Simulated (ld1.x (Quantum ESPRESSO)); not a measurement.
## Cutoff test, B (Z = 5), PAW

| Item | Value |
| --- | --- |
| Element | boron (B) |
| Generator | ld1.x (Quantum ESPRESSO) 7.5 |
| Type | PAW |
| Functional | Wu–Cohen |
| Relativity | scalar-relativistic |
| Frozen core | none |
| Valence charge | 5 |
| Reference configuration | 1s2 2s1.75 2p1.25 |
| Partial waves | 1s (bound): rcut 0.50, rcutus 0.60 bohr; 2s (bound): rcut 0.50, rcutus 0.60 bohr; 2p (bound): rcut 2.00, rcutus 2.75 bohr; 2p channel at 0.1 Ry: rcut 2.00, rcutus 2.75 bohr |
| Local potential | all-electron potential smoothed inside 0.50 bohr (lloc = -1) |
| Core correction | none |
| Augmentation charge | BESSEL, radius 0.40 bohr |

The pseudo-atom Hamiltonian at the reference potential is diagonalised in spherical Bessel functions j_l(qr) that vanish at 20 bohr, with q² up to the cutoff. All-electron valence levels (Ry): 1s -13.2621, 2s -0.6988, 2p -0.2701.

Question: How do the lowest levels (Ry) of each channel move with the cutoff, and are there ghosts?

Answer:

| cutoff (Ry) | s #1 | s #2 | s #3 | p #1 | p #2 | Σ f·Δε (mRy) |
| --- | --- | --- | --- | --- | --- | --- |
| 8 | -6.1642 | -0.2226 | 0.0202 | -0.2685 | 0.0289 | 15030.9 |
| 25 | -10.8966 | -0.4588 | 0.0020 | -0.2701 | 0.0288 | 5150.6 |
| 50 | -12.7699 | -0.5755 | -0.0047 | -0.2701 | 0.0288 | 1199.9 |
| 100 | -13.2230 | -0.6348 | -0.0080 | -0.2701 | 0.0288 | 189.9 |
| 180 | -13.2612 | -0.6849 | -0.0107 | -0.2701 | 0.0288 | 25.7 |
| 400 | -13.2621 | -0.6987 | -0.0115 | -0.2701 | 0.0288 | 0.0 |

Result: no extra level below or beside the all-electron valence levels (s, p tested); 10 mRy is reached at 230 Ry and 1 mRy at 300 Ry.
